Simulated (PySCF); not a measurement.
H$_{3}$B, charge +1, sextet, geometry from GFN2-xTB of the parent state (a state made from the parent by changing its charge; the spin is typed, not shown lowest); PBE0/6-31G** (PySCF).

The PySCF input:
```python
from pyscf import gto, scf, dft

mol = gto.Mole()
mol.atom = '''
    B     0.038355    0.033982   -0.036347
    H    -1.141578   -0.198394   -0.056541
    H     0.199518   -0.636252    0.949281
    H     0.750286    0.664737   -0.711005
'''
mol.basis = '6-31g**'
mol.charge = 1
mol.spin = 5
mol.verbose = 3
mol.build()

mf = dft.UKS(mol)
mf.xc = 'pbe0'
mf.kernel()
```

Output, abridged:

```
converged SCF energy = -25.39329801473  <S^2> = 8.7500015  2S+1 = 6.0000005
```
